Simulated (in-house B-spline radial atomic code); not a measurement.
Atomic self-consistent-field run: the iridium ion Ir¹⁰⁺. All numbers are computed (scalar-relativistic (X2C) Hartree-Fock, spin-polarised, averaged over the determinants with the given up and down occupations; Fermi nucleus of rms radius 5.4032 fm) with a B-spline radial code for spherical atoms, not measured.

Command:
```bash
python run_scf.py task.json out
```
Settings (nuclear radius in fm, mass in u):
```
Z                77
configuration    [Kr] 4d10 4f14 5s2 5p5
hamiltonian      x2c
method           hf
spin_polarised   True
nucleus          fermi
rms_radius       5.4032
atomic_mass      192.96292
speed_of_light   137.035999084
```

Output (hartree, bohr):
```
 radial grid: 65 intervals, B-splines of order 8, outer radius 13.5514 bohr

 iter        energy (Eh)    residual
    1      -17755.033889    1.27e+00
    2      -17777.616915    1.42e+00
    3      -17796.513056    2.32e-01
    4      -17797.203008    8.20e-02
    5      -17797.238658    1.98e-02
    6      -17797.242233    1.25e-02
    7      -17797.243765    1.01e-03
    8      -17797.243772    1.71e-04
    9      -17797.243773    6.13e-06
   10      -17797.243773    7.02e-07

 total energy                    -17797.24377
 kinetic                           20294.1120
 electron-nucleus                 -44286.3745
 electron-electron                  6195.0187

 orbital      occ     eigenvalue          <r>       <r^2>       <1/r>       r_max
 1s up      1.000     -2818.4867    0.0166067  0.00038824     101.882    0.009853
 1s down    1.000     -2818.4755    0.0166066 0.000388237     101.882    0.009853
 2s up      1.000      -503.5868    0.0727168  0.00632276      23.892     0.06207
 2s down    1.000      -503.5810    0.0727164  0.00632267      23.892     0.06207
 2p up      3.000      -439.8477    0.0656457  0.00528518     19.6491     0.05075
 2p down    3.000      -439.8363    0.0656468  0.00528535     19.6488     0.05076
 3s up      1.000      -124.9298     0.189471   0.0412059      8.5986      0.1755
 3s down    1.000      -124.9202     0.189473    0.041206     8.59818      0.1755
 3p up      3.000      -105.8912     0.190158   0.0420577     7.47682       0.174
 3p down    3.000      -105.8773     0.190175   0.0420647     7.47592       0.174
 3d up      5.000       -84.0704      0.17325   0.0351778     6.92428       0.142
 3d down    5.000       -84.0648     0.173251   0.0351782     6.92424       0.142
 4s up      1.000       -32.7528     0.423111    0.202095      3.5538      0.3976
 4s down    1.000       -32.7277     0.423197    0.202154     3.55222      0.3977
 4p up      3.000       -26.3667     0.448472    0.228679       3.133      0.4167
 4p down    3.000       -26.3375     0.449016     0.22926     3.12854      0.4169
 4d up      5.000       -18.1987      0.47736    0.263319     2.77368       0.427
 4d down    5.000       -18.1822     0.476856    0.262647      2.7758       0.427
 4f up      7.000        -9.1282     0.520385    0.325656     2.34946      0.3959
 4f down    7.000        -9.1133     0.518927    0.323553     2.35403      0.3957
 5s up      1.000       -10.0441     0.945373    0.995087     1.44691      0.8821
 5s down    1.000        -9.8374     0.944966    0.994858     1.44968      0.8809
 5p up      3.000        -8.0670      1.04535     1.21915     1.26533      0.9697
 5p down    2.000        -7.9703      1.04713     1.22439     1.26592      0.9704

 Slater integrals (Eh)
   F0(4f up,4f up)               1.753631
   F2(4f up,4f up)               0.873064
   F4(4f up,4f up)               0.556354
   F6(4f up,4f up)               0.402797
   F0(4f up,4f down)             1.755908
   F2(4f up,4f down)             0.874619
   F4(4f up,4f down)             0.557444
   F6(4f up,4f down)             0.403617
   F0(4f up,5p up)               1.044145
   F2(4f up,5p up)               0.339585
   G2(4f up,5p up)               0.130049
   G4(4f up,5p up)               0.111038
   F0(4f up,5p down)             1.043324
   F2(4f up,5p down)             0.339013
   F0(4f down,4f down)           1.758191
   F2(4f down,4f down)           0.876182
   F4(4f down,4f down)           0.558540
   F6(4f down,4f down)           0.404442
   F0(4f down,5p up)             1.044628
   F2(4f down,5p up)             0.338965
   F0(4f down,5p down)           1.043808
   F2(4f down,5p down)           0.338396
   G2(4f down,5p down)           0.128665
   G4(4f down,5p down)           0.110082
   (list cut)
```

Run time, properties included: 0.64 s on 1 thread of Arm Neoverse V1, with other jobs on the host.

One-electron X2C: radii and densities carry no picture-change correction, so inner-shell <1/r> comes out high (for 1s by about 2 % at Z = 33, 5 % at 54, 10 % at 75, 30 % at 118) and <r> low.
